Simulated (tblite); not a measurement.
Species: Al2Br2Cl2H2.
Bonds: Br1–Al2, Al2–Br3, Al2–Cl4, Cl4–Al5, Al5–Cl6, Al2–Cl6. Hydrogens: H7, H8 on Al5.

Computed with GFN2-xTB (tblite), gas phase: L-BFGS steps from a force-field or distance-geometry start until the largest atomic force falls under 0.01 eV/Å.

Step 37: E = -564.8318 eV
```
atom  x, y, z in Å  |  force x, y, z in eV/Å
Br1     0.2656    3.1620    0.4730    0.028   0.064  -0.006
Al2     1.0294    1.0548    0.3732    0.006  -0.002   0.026
Br3     3.2024    0.5073    0.2504   -0.016   0.015   0.015
Cl4    -0.1015   -0.0565   -1.1808   -0.040  -0.067  -0.008
Al5    -1.1366   -1.1933    0.3728   -0.003   0.063   0.063
Cl6    -0.0096   -0.1396    1.9327    0.008  -0.061  -0.049
H7     -2.5833   -0.6724    0.4546   -0.003  -0.017  -0.024
H8     -0.6574   -2.6528    0.3344    0.021   0.005  -0.018
```

Step 38: E = -564.8325 eV
```
atom  x, y, z in Å  |  force x, y, z in eV/Å
Br1     0.2808    3.1693    0.4728    0.015   0.076  -0.006
Al2     1.0273    1.0571    0.3755    0.040  -0.031   0.012
Br3     3.2014    0.5069    0.2491   -0.045   0.017   0.018
Cl4    -0.1061   -0.0566   -1.1798   -0.031  -0.047   0.001
Al5    -1.1388   -1.1935    0.3730    0.027   0.024   0.063
Cl6    -0.0144   -0.1339    1.9340    0.000  -0.065  -0.058
H7     -2.5878   -0.6872    0.4543   -0.026   0.003  -0.019
H8     -0.6534   -2.6528    0.3314    0.020   0.024  -0.011
```

Step 39: E = -564.8333 eV
```
atom  x, y, z in Å  |  force x, y, z in eV/Å
Br1     0.2962    3.1771    0.4726    0.008   0.063  -0.007
Al2     1.0254    1.0585    0.3777    0.041  -0.031  -0.007
Br3     3.1994    0.5078    0.2484   -0.046   0.013   0.018
Cl4    -0.1109   -0.0581   -1.1789   -0.016  -0.020   0.006
Al5    -1.1404   -1.1931    0.3744    0.039  -0.024   0.051
Cl6    -0.0189   -0.1298    1.9338    0.000  -0.061  -0.046
H7     -2.5921   -0.7009    0.4538   -0.046   0.022  -0.012
H8     -0.6496   -2.6520    0.3284    0.020   0.038  -0.003
```

Step 40: E = -564.8340 eV
```
atom  x, y, z in Å  |  force x, y, z in eV/Å
Br1     0.3125    3.1884    0.4729    0.013   0.024  -0.008
Al2     1.0231    1.0616    0.3794    0.034  -0.012  -0.027
Br3     3.1941    0.4970    0.2484   -0.052   0.015   0.019
Cl4    -0.1207   -0.0544   -1.1783    0.001   0.006   0.013
Al5    -1.1406   -1.1928    0.3766    0.027  -0.067   0.030
Cl6    -0.0259   -0.1233    1.9325    0.002  -0.050  -0.024
H7     -2.5988   -0.7182    0.4517   -0.036   0.026  -0.006
H8     -0.6347   -2.6489    0.3270    0.011   0.057   0.004
```

**Question.** Estimate the geometry and energy of step 41. (The exact step hangs on the optimiser's Hessian estimate; all steps are aligned on step 40, rigid shifts and turns removed.)

**Answer.** E = -564.8344 eV, largest force 0.073 eV/Å
```
atom  x, y, z in Å  |  force x, y, z in eV/Å
Br1     0.3183    3.1915    0.4732    0.012   0.000  -0.010
Al2     1.0216    1.0612    0.3788   -0.017   0.015  -0.038
Br3     3.1898    0.4981    0.2509    0.003   0.000   0.013
Cl4    -0.1240   -0.0582   -1.1786    0.017   0.033   0.007
Al5    -1.1408   -1.1921    0.3790    0.006  -0.072   0.011
Cl6    -0.0248   -0.1260    1.9298    0.006  -0.032   0.009
H7     -2.5996   -0.7205    0.4507   -0.042   0.029   0.000
H8     -0.6314   -2.6446    0.3264    0.015   0.028   0.008
```

The energy changes by -0.0005 eV. The first-order estimate −F·Δx gives -0.0009 eV and the mean of the old and new forces, exact on a quadratic surface, -0.0005 eV. The step makes an angle of 62° with the force vector and moves no atom by more than 0.007 Å.

The cost below is that of the whole relaxation. Hardware: Arm Neoverse N1, one thread (shared host). Cost: 0.88 s.
